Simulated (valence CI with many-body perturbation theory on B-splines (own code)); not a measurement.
# Sn³⁷⁺: electric-dipole lines

Method: valence CI with perturbative core correlation (CI+MBPT): three valence electrons over a frozen Dirac-Fock core [Ne], a basis of 11 s, 11 p, 10 d, 8 f, 5 g, 2 h functions for each j, with the one-electron correlation potential Σ1 (screened to all orders), the two-electron term Σ2, the three-electron term Σ3, Breit, model QED; selected single and double excitations, second order for the rest, scaled by the run's own slope (own B-spline code, finite nucleus).

The last digits are not significant, and no measured levels were compared; by estimate large intervals hold to a few tenths of a per cent, small ones and those within an open d or f shell to about a per cent.

Lines 151 to 200 of 573 in falling wavelength, among levels below 1234.9 eV, chosen from the strongest by gf and those to the six lowest levels. Wavelengths and rates use the calculated energies. Electric multipoles are in the length gauge, E1 and E2 with the static RPA response of the core. Weak lines are less certain than strong ones. Lines between different terms over intervals too small for the method are left out, as are lines whose strength nearly cancels. The highest levels of a list are the least certain.

Levels are named by their leading jj configuration (3d3/2^4 stands for four electrons in 3d with j = 3/2), which in mixed levels can hold well under half, so a name can repeat and another be missing. Letters in brackets count levels of one name in rising energy.

```tsv
λ vac (nm)	Upper	Lower	A (s⁻¹)	S (a.u.) with core polarisation	S without
8.566	(3s 3d5/2^2) J=7/2	(3s 3p3/2 3d5/2) J=5/2 [b]	1.66e+11	4.12e-01	4.21e-01
8.561	(3d3/2^2 3d5/2) J=9/2	(3p3/2 3d3/2 3d5/2) J=7/2 [a]	2.91e+10	9.02e-02	9.20e-02
8.561	(3p1/2 3d3/2 3d5/2) J=7/2 [a]	(3p1/2 3p3/2 3d3/2) J=5/2	2.87e+10	7.11e-02	7.24e-02
8.558	(3p3/2 3d3/2 3d5/2) J=5/2 [a]	(3s 3d3/2 3d5/2) J=3/2 [b]	4.27e+10	7.92e-02	8.09e-02
8.558	(3p3/2^2 3d5/2) J=9/2	(3s 3p3/2 3d5/2) J=7/2 [b]	1.85e+11	5.72e-01	5.83e-01
8.547	(3p3/2 3d3/2 3d5/2) J=3/2 [c]	(3s 3d5/2^2) J=3/2	4.66e+10	5.74e-02	5.86e-02
8.541	(3p1/2 3d5/2^2) J=7/2	(3p1/2 3p3/2 3d5/2) J=5/2 [a]	5.10e+10	1.25e-01	1.28e-01
8.516	(3d5/2^3) J=5/2	(3p3/2 3d5/2^2) J=7/2	4.90e+10	8.96e-02	9.14e-02
8.510	(3p3/2 3d3/2 3d5/2) J=7/2 [b]	(3s 3d3/2 3d5/2) J=5/2 [a]	6.74e+10	1.64e-01	1.67e-01
8.506	(3p1/2^2 3d5/2) J=5/2	(3p1/2^2 3p3/2) J=3/2	1.95e+10	3.55e-02	3.62e-02
8.504	(3d3/2 3d5/2^2) J=3/2 [a]	(3p3/2 3d3/2 3d5/2) J=3/2 [b]	3.57e+10	4.34e-02	4.42e-02
8.501	(3d3/2^2 3d5/2) J=9/2	(3p3/2 3d3/2 3d5/2) J=9/2 [a]	3.39e+10	1.03e-01	1.05e-01
8.497	(3s 3p1/2 3d5/2) J=7/2	(3s 3p1/2 3p3/2) J=5/2	2.84e+10	6.87e-02	7.00e-02
8.487	(3p3/2^2 3d3/2) J=5/2	(3s 3p3/2 3d3/2) J=5/2 [b]	1.78e+10	3.21e-02	3.28e-02
8.485	(3d5/2^3) J=3/2	(3p3/2 3d5/2^2) J=1/2	4.56e+10	5.50e-02	5.61e-02
8.478	(3p3/2 3d3/2 3d5/2) J=9/2 [b]	(3p3/2^2 3d3/2) J=7/2	6.37e+10	1.92e-01	1.96e-01
8.477	(3d3/2^2 3d5/2) J=9/2	(3p3/2 3d5/2^2) J=11/2	9.24e+09	2.78e-02	2.83e-02
8.477	(3p3/2 3d5/2^2) J=7/2	(3s 3d5/2^2) J=7/2	6.31e+10	1.52e-01	1.55e-01
8.476	(3p1/2 3d3/2 3d5/2) J=3/2 [c]	(3p1/2 3p3/2 3d3/2) J=1/2 [b]	2.11e+10	2.54e-02	2.59e-02
8.457	(3s 3d3/2 3d5/2) J=7/2 [a]	(3s 3p3/2 3d3/2) J=5/2 [a]	5.14e+10	1.23e-01	1.25e-01
8.454	(3p3/2 3d3/2 3d5/2) J=9/2 [b]	(3p3/2^2 3d5/2) J=9/2	4.69e+10	1.40e-01	1.43e-01
8.453	(3p3/2 3d3/2 3d5/2) J=7/2 [c]	(3s 3d3/2 3d5/2) J=5/2 [b]	6.16e+10	1.47e-01	1.50e-01
8.448	(3p3/2 3d3/2 3d5/2) J=5/2 [c]	(3p3/2^2 3d3/2) J=5/2	5.17e+10	9.23e-02	9.42e-02
8.442	(3p1/2 3p3/2 3d5/2) J=1/2	(3p1/2 3p3/2^2) J=1/2	1.03e+11	6.11e-02	6.23e-02
8.435	(3p1/2 3p3/2 3d5/2) J=3/2 [b]	(3p1/2 3p3/2^2) J=1/2	3.00e+10	3.56e-02	3.63e-02
8.422	(3p3/2 3d3/2 3d5/2) J=9/2 [a]	(3s 3d3/2 3d5/2) J=7/2 [a]	6.83e+10	2.01e-01	2.06e-01
8.411	(3s 3d5/2^2) J=5/2	(3s 3p3/2 3d5/2) J=7/2 [a]	3.33e+10	5.88e-02	6.00e-02
8.398	(3p1/2 3p3/2 3d5/2) J=7/2 [a]	(3s 3p1/2 3d5/2) J=7/2	1.17e+10	2.73e-02	2.79e-02
8.388	(3d3/2^2 3d5/2) J=1/2	(3p3/2 3d3/2^2) J=1/2	5.88e+10	3.42e-02	3.49e-02
8.384	(3p3/2 3d5/2^2) J=3/2 [a]	(3p3/2^2 3d5/2) J=5/2 [a]	1.03e+11	1.20e-01	1.22e-01
8.379	(3p3/2 3d3/2 3d5/2) J=5/2 [a]	(3s 3d3/2 3d5/2) J=3/2 [a]	2.24e+10	3.90e-02	3.98e-02
8.373	(3d3/2 3d5/2^2) J=3/2 [a]	(3p3/2 3d3/2 3d5/2) J=5/2 [b]	2.17e+10	2.51e-02	2.56e-02
8.372	(3p3/2 3d3/2 3d5/2) J=3/2 [c]	(3p3/2^2 3d5/2) J=3/2 [a]	8.26e+10	9.57e-02	9.76e-02
8.371	(3p1/2 3d3/2 3d5/2) J=1/2	(3p1/2 3p3/2 3d3/2) J=1/2 [a]	7.16e+10	4.14e-02	4.23e-02
8.366	(3p1/2 3d3/2 3d5/2) J=9/2	(3p1/2 3p3/2 3d3/2) J=7/2	4.51e+10	1.30e-01	1.33e-01
8.366	(3p3/2 3d5/2^2) J=1/2	(3p3/2^2 3d5/2) J=1/2	6.35e+10	3.67e-02	3.74e-02
8.364	(3p3/2 3d3/2 3d5/2) J=7/2 [a]	(3s 3d3/2 3d5/2) J=7/2 [a]	4.31e+10	9.96e-02	1.02e-01
8.353	(3p1/2 3d5/2^2) J=5/2	(3p1/2 3p3/2 3d5/2) J=5/2 [b]	3.62e+10	6.25e-02	6.38e-02
8.353	(3p3/2 3d5/2^2) J=5/2 [b]	(3s 3d5/2^2) J=7/2	7.23e+10	1.25e-01	1.27e-01
8.347	(3p1/2 3p3/2^2) J=3/2 [a]	(3s 3p1/2 3p3/2) J=5/2	2.89e+10	3.32e-02	3.39e-02
8.342	(3p3/2 3d5/2^2) J=3/2 [b]	(3p3/2^2 3d5/2) J=5/2 [b]	7.62e+10	8.73e-02	8.90e-02
8.335	(3d3/2 3d5/2^2) J=5/2 [c]	(3p3/2 3d3/2 3d5/2) J=7/2 [d]	1.71e+10	2.94e-02	3.00e-02
8.333	(3s 3d3/2 3d5/2) J=7/2 [b]	(3s 3p3/2 3d5/2) J=5/2 [a]	5.62e+10	1.28e-01	1.31e-01
8.332	(3d3/2 3d5/2^2) J=5/2 [a]	(3p3/2 3d3/2 3d5/2) J=3/2 [a]	2.95e+10	5.05e-02	5.15e-02
8.332	(3p3/2 3d5/2^2) J=1/2	(3s 3d5/2^2) J=3/2	5.86e+10	3.34e-02	3.42e-02
8.331	(3p3/2 3d3/2 3d5/2) J=7/2 [e]	(3s 3d5/2^2) J=5/2	1.33e+10	3.03e-02	3.09e-02
8.327	(3p3/2^2 3d3/2) J=7/2	(3s 3p3/2 3d3/2) J=5/2 [b]	1.92e+11	4.38e-01	4.47e-01
8.327	(3p1/2 3d3/2 3d5/2) J=5/2 [a]	(3p1/2 3p3/2 3d3/2) J=5/2	3.07e+10	5.25e-02	5.36e-02
8.323	(3p3/2^2 3d5/2) J=3/2 [b]	(3p3/2^3) J=3/2	1.68e+11	1.91e-01	1.95e-01
8.320	(3s 3p3/2 3d5/2) J=7/2 [b]	(3s^2 3d5/2) J=5/2	2.09e+11	4.76e-01	4.86e-01
```
